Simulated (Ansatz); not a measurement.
Correlation energies of `F[C]1(F)[AlH][Se]1` by basis set

| atom | x (Å) | y (Å) | z (Å) |
| --- | --- | --- | --- |
| F1 | -0.542 | -1.800 | 0.241 |
| C2 | 0.017 | -0.702 | -0.291 |
| F3 | 0.508 | -1.060 | -1.486 |
| Al4 | -0.311 | 1.121 | 0.291 |
| Se5 | 1.540 | 0.035 | 0.952 |
| H6 | -1.213 | 2.406 | 0.293 |

The species carries charge 0 and has multiplicity 1. Correlated methods include outer-core shells of Se, which these sets cover unevenly. Scalar relativity is left out up to krypton. Geometry: relaxed with PBE0-D4/def2-TZVP. Frozen core, restricted reference, Ansatz 0.2.0.

```
     basis      HF (Eh)  MP2 corr.  CCSD corr.       (T)  CCSD(T) total
  def2-SVP            ?   -0.78816           ?  -0.02292              ?
def2-TZVPP  -2879.17484   -0.99388           ?  -0.03973              ?
def2-QZVPP            ?   -1.36261           –         –              –
```

(1) Fill in the withheld values. (An estimate is asked.)

Answers

(1) Computed: def2-SVP HF (Eh): -2878.49319; def2-SVP CCSD corr.: -0.80462; def2-SVP CCSD(T) total: -2879.32073; def2-TZVPP CCSD corr.: -1.00501; def2-TZVPP CCSD(T) total: -2880.21958; def2-QZVPP HF (Eh): -2879.23901.
